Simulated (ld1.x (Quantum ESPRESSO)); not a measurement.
# Varying the TM potential for Cl (Z = 17)

Base potential:

* Element: Cl (Z = 17)
* Generator: ld1.x (Quantum ESPRESSO) 7.5
* Type: norm-conserving Troullier–Martins (Kleinman–Bylander form)
* Functional: PBE
* Relativity: scalar-relativistic
* Frozen core: [Ne]
* Valence charge: 7
* Reference configuration: 3s2 3p4 (charge +1)
* Partial waves: 3s (bound): rc 0.90 bohr; 3p (bound): rc 1.35 bohr; 3d channel at 0.3 Ry: rc 1.45 bohr
* Local potential: the d channel
* Core correction: none

Cutoffs, loose and tight: the cutoffs (Ry, on a coarse ladder) from which the occupation-weighted sum of valence levels, in a spherical-Bessel basis at the reference potential, stays within 10 and 1 mRy of its value at 400 Ry. They do not see the model core or the augmentation charge, which bear on the density cutoff. Test errors are all-electron minus pseudo excitation energies from the reference, over the configurations 3s2 3p5; 3s2 3p3; 3s2 3p2; 3s1 3p5; 3s2 3p4.5; 3s2 3p5.3; 3s1 3p6. A dash means not determined; rows that change the core or the reference have their own tests.

A true bound ghost makes a file unfit for plane-wave use even where its test errors are small: the radial tests pick states by their node count and pass the ghost by.

Cutoffs are not given where the Bessel-basis levels miss the radial ones by over 6 mRy, ghosts where they miss by over 20 mRy; a channel whose overlap is not positive is not tested.

| change | outcome | cutoff, loose | cutoff, tight | bound ghosts | largest test error (meV) |
| --- | --- | --- | --- | --- | --- |
| base | generated | 110 Ry | 300 Ry | none | +120 |
| wave 3p (bound): rc 1.35 bohr becomes 3p (bound): rc 1.82 bohr | generated | 110 Ry | 300 Ry | none | +116 |
| wave 3s (bound): rc 0.90 bohr becomes 3s (bound): rc 0.88 bohr | generated | 120 Ry | 300 Ry | none | +123 |
| local potential the p channel | generated | 110 Ry | 300 Ry | none | +69 |
| all radii scaled by about 0.83 (s 0.74, p 1.12, d 1.20 bohr) | generated | – | – | s | +195 |
| wave 3d channel at 0.3 Ry: rc 1.45 bohr becomes 3d channel at 0.06 Ry: rc 1.45 bohr | generated | 110 Ry | 300 Ry | none | +120 |
| reference 3s1.5 3p5.5 | generated | 100 Ry | 300 Ry | none | +244 |
| core correction a·sin(br)/r model core inside 0.48 bohr | generated | 110 Ry | 300 Ry | none | +86 |

Question: What comes out with this change to the base: wave 3d channel at 0.3 Ry: rc 1.45 bohr becomes 3d channel at 0.3 Ry: rc 2.22 bohr?

Answer: outcome: generated; cutoff, loose: 110 Ry; cutoff, tight: 300 Ry; bound ghosts: none; largest test error (meV): +49.
